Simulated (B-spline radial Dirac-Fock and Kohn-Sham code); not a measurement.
**Run log: Tc⁶⁺**

ΔSCF core binding energies without Breit or QED terms, calculated with a radial B-spline solver. Keys: rel is the Hamiltonian (dirac, or spin-free x2c and nr, where L3 and M5 stand for the whole 2p and 3d shells), method is hf or an exchange,correlation pair (spin-unpolarised, also for the hole states), nuc the nuclear model, radius_factor scales its radius, rmax is the box in bohr, h the logarithmic mesh step, order the B-spline order, points the quadrature points per cell, c_factor scales the speed of light, and damp, ndamp, maxit and tol steer the iteration. The run stops when the commutator error falls below 10·tol·max(1, Z/10), or the numerical noise floor, and the energy has settled to about 1e-8 Ha; the virial ratio is −V/T.

Input (task.json):

```json
{"items": [{"Z": 43, "q": 6, "cfg": [[1, 0, 2], [2, 0, 2], [2, 1, 6], [3, 0, 2], [3, 1, 6], [3, 2, 10], [4, 0, 2], [4, 1, 6], [4, 2, 1]], "A": 97, "rrms": 4.4112, "do": "settings", "holes": ["K", "L3", "M5"],
  "settings": [{"rel": "dirac", "method": "hf", "nuc": "fermi", "radius_factor": 100.0, "rmax": 45.0, "h": 0.3, "order": 8, "points": 10, "c_factor": 1.0, "maxit": 93, "damp": 0.5, "ndamp": 3, "tol": 1e-08}]}]}
```

Command: `python xray2_run.py task.json out`

Ground-state iterations:

```
iter   energy (Ha)        error
   1    -4053.01297051  1.83e+00
   2    -4058.61317937  3.42e-01
   3    -4059.30536351  9.25e-02
   4    -4059.36715644  2.26e-02
   5    -4059.37271763  1.33e-02
   6    -4059.37368934  5.36e-04
   7    -4059.37369220  6.11e-05
   8    -4059.37369224  5.06e-06
   9    -4059.37369224  1.67e-07
```

The ground state converged in 9 iterations, with total energy -4059.37369 Ha, virial ratio 2.04826 and highest orbital energy -88.72 eV. ΔSCF binding energies: K (1s) 18700.2 eV, L3 (2p3/2) 2806.3 eV, M5 (3d5/2) 359.9 eV.

Q: One setting is unsound. Which, and why?

A: radius_factor inflates the nucleus far beyond its size, which weakens the binding of the inner electrons. With the default settings (Dirac Hartree-Fock): The ground state converged in 9 iterations, with total energy -4276.25356 Ha, virial ratio 1.96240 and highest orbital energy -87.98 eV. ΔSCF binding energies: K (1s) 21206.7 eV, L3 (2p3/2) 2787.1 eV, M5 (3d5/2) 355.8 eV.
